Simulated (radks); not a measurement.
Values are calculated unless marked as measured or tabulated.
Charge is removed step by step from the 3d down level of Fe+, starting from [Ar] 3d(up 5, down 1) 4s1. Level of theory: scalar-relativistic Kohn-Sham, BLYP, spin-polarised, spherical densities, finite nucleus; open shells are filled with parallel spins first; Fermi nuclear charge, rms radius 3.7377 fm (a radial shooting solver on a logarithmic mesh with Libxc functionals).

| removed (e) | E - E(0) (eV) | eigenvalue (eV) | E minus straight line (eV) |
|---|---|---|---|
| 0 | 0.000 | -13.412 | 0.000 |
| 0.1 | 1.408 | -14.752 | -0.649 |
| 0.2 | 2.952 | -16.126 | -1.162 |
| 0.3 | 4.634 | -17.533 | -1.536 |
| 0.4 | 6.459 | -18.972 | -1.767 |
| 0.5 | 8.430 | -20.441 | -1.853 |
| 0.6 | 10.548 | -21.941 | -1.791 |
| 0.7 | 12.818 | -23.469 | -1.577 |
| 0.8 | 15.243 | -25.026 | -1.210 |
| 0.9 | 17.824 | -26.610 | -0.685 |
| 1 | 20.566 | -28.221 | 0.000 |

Removing the whole electron costs 20.566 eV by Delta-SCF, against 13.412 eV from minus the eigenvalue at the starting occupation. Slater's transition state (half an electron removed) gives 20.441 eV. Integrating minus the eigenvalue over the occupation (Janak's theorem) gives 20.566 eV. In this scalar-relativistic scheme the density is built from large components alone, so the theorem holds only approximately. The mean slope of the eigenvalue, de/dn, is 14.8 eV per electron.
